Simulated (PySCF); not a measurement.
**Xenon: a sound run and one with changed settings**

Sound run: Xe [Xe], Xe⁺ [Kr] 4d10 5s2 5p5. Computed with PySCF 2.14 in cc-pVDZ-PP with ECP28MDF (4s3p2d, 23 functions), with scalar relativity through the core potential. The sound run starts from symmetry-adapted Hartree-Fock orbitals and uses a fine grid where one is needed.

A second run was set up differently.

```tsv
species	method	sound run (hartree)	changed run (hartree)	converged
Xe	UHF	-328.29085	-328.29085	yes
Xe	M06-2X	-329.28517	-329.28517	yes
Xe	MN15	-328.53953	-328.53953	yes
Xe⁺	UHF	-327.86494	-327.86494	yes
Xe⁺	M06-2X	-328.83097	-328.82855	yes
Xe⁺	MN15	-328.08942	-328.08933	yes
```

Ionisation energy of Xe:

```
method  sound run (eV)  changed run (eV)
   UHF          11.590            11.590
M06-2X          12.359            12.425
  MN15          12.248            12.250
```

Q: What was changed?
A. a valence shell is frozen
B. angular grid far too coarse
C. too few SCF iterations
D. minimal basis

A: B. It used 26 angular points. A coarse angular grid integrates products of high-l functions wrongly, so density functionals can shift, and the SCF can exploit the error; Hartree-Fock and MP2 need no grid.
